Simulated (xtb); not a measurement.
Mg(F)(Me) (CH3FMg), SMILES [CH3][Mg][F]. All values are semi-empirical tight-binding results from xtb (GFN2-xTB unless named), good for trends rather than for accurate numbers. Coordinates come from a GFN2-xTB optimisation.

For metal compounds this method's bond lengths and energies can be far off.

| Quantity | Result |
|---|---|
| orbital gap | 3.08 eV |
| zero-point energy | 22.2 kcal/mol |
| G − E(el) at 298.15 K (modified RRHO) | 4.6 kcal/mol |
